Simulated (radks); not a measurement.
Species: Ne. Configuration: [Ne] (the NIST ground configuration).

Method: Dirac Kohn-Sham, PBE, spin-unpolarised, spherical densities, finite nucleus; Fermi nuclear charge, rms radius 3.0055 fm; computed with a radial shooting solver on a logarithmic mesh with Libxc functionals.

Energy parts (eV):
part                     energy
total                 -3510.635
kinetic                3510.394
electron-nucleus      -8477.244
Hartree                1793.409
exchange-correlation   -337.194

Orbitals (lengths in bohr, moments of r in powers of bohr):
orbital  occ.  eigenvalue (eV)    <r^2>  small-component weight
1s1/2       2        -830.7719  0.03366                1.23e-03
2s1/2       2         -36.4036   0.9829                1.40e-04
2p1/2       2         -13.4016    1.293                1.15e-04
2p3/2       4         -13.2983    1.302                1.14e-04

The highest occupied level is 2p3/2 at -13.298 eV. The density falls to 0.001 e/bohr^3 at r = 2.98 bohr. For comparison, the ionisation energy in NIST's Atomic Spectra Database is 21.565 eV (measured). In exact Kohn-Sham theory the highest level is minus the ionisation energy, but local and semilocal functionals leave it too shallow, through self-interaction and a potential that decays too fast; potentials with the right tail come closer.
